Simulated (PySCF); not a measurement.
## How methods differ on the ionisation energy of Yb

Yb [Xe] 4f14 6s2 (1S) → Yb⁺ [Xe] 4f14 6s1 (2S), as a difference of total energies. Calculation: PySCF 2.14, in ANO-RCC-VTZP (8s7p5d3f2g1h, 104 functions); the spin-free X2C one-electron Hamiltonian (Gaussian nucleus). Correlated levels: valence: [Kr] 4d10 frozen; valence and next inner shell: [Ar] 3d10 frozen. The calculations carry no spin-orbit coupling.

| method | ionisation energy (eV) | error (eV) |
| --- | --- | --- |
| UHF | 5.133 | -1.121 |
| LDA | 6.464 | +0.210 |
| PBE | 6.255 | +0.001 |
| PBE0 | 6.117 | -0.137 |
| r2SCAN | 6.038 | -0.216 |
| MP2 (valence) | 6.102 | -0.152 |
| SCS-MP2 (valence) | 6.092 | -0.162 |
| MP2 (valence and next inner shell) | 6.116 | -0.138 |
| SCS-MP2 (valence and next inner shell) | 6.103 | -0.151 |

Reference: 6.254 eV (measured; NIST Atomic Spectra Database, ionization energies).

Errors of the correlated levels include the incompleteness of this basis and the frozen core.
